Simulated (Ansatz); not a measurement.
`C[Si](O)(O)[SiH3]` → `O[SiH2]C(O)[SiH3]`  (isomerisation)

Program: Ansatz. Geometries: PBE0-D4/def2-TZVP. ΔE: electronic, gas phase. CCSD(T)/CBS adds triple-zeta CCSD(T) − MP2 to the extrapolated MP2 energy (def2 sets, frozen cores). Functionals use def2-TZVPP. B3LYP here is the variant with VWN-RPA as its local correlation; programs differ in this. Each species was taken in one conformer, which may not be the lowest.

`C[Si](O)(O)[SiH3]`:

Cartesian coordinates in Å:
```
C 1.427 -1.029 -0.418
Si 0.241 0.375 -0.149
O 0.046 1.042 -1.648
O 0.819 1.477 0.937
Si -1.822 -0.271 0.766
H 2.365 -0.661 -0.845
H 1.010 -1.760 -1.114
H 1.653 -1.537 0.522
H -0.564 1.778 -1.722
H 1.697 1.832 0.785
H -1.669 -0.789 2.154
H -2.441 -1.342 -0.063
H -2.763 0.884 0.796
```

`O[SiH2]C(O)[SiH3]`:

Cartesian coordinates in Å:
```
O -2.348 -0.651 -1.263
Si -0.708 -0.711 -1.148
C -0.169 0.012 0.507
O -0.825 1.292 0.572
Si 1.700 0.178 0.718
H -2.739 0.181 -0.985
H -0.056 0.064 -2.238
H -0.311 -2.137 -1.232
H -0.550 -0.662 1.290
H -0.584 1.729 1.394
H 2.308 0.895 -0.431
H 2.329 -1.162 0.862
H 1.952 0.972 1.956
```

```tsv
level	ΔE (kcal/mol)	difference from CCSD(T)/CBS
PBE-D4	54.6	-0.6
B3LYP-D4	54.5	-0.7
ωB97X-V	53.9	-1.3
ωB97M-V	53.7	-1.5
B2PLYP	55.0	-0.2
HF/def2-QZVPP	54.7	-0.5
MP2/def2-QZVPP	55.8	0.6
SCS-MP2/def2-QZVPP	54.4	-0.8
HF/CBS(def2)	54.8	-0.4
MP2/CBS(def2)	56.0	0.8
CCSD(T)/CBS	55.2	0
```

Largest T1 diagnostic among the species: 0.012.

From PBE to PBE0 (25 % exact exchange), in def2-TZVPP and without D4, ΔE moves by +0.8 kcal/mol.

CCSD(T)/CBS has its own doubt, a few kJ/mol and more with outer-core shells, so smaller differences from it don't rank the levels.
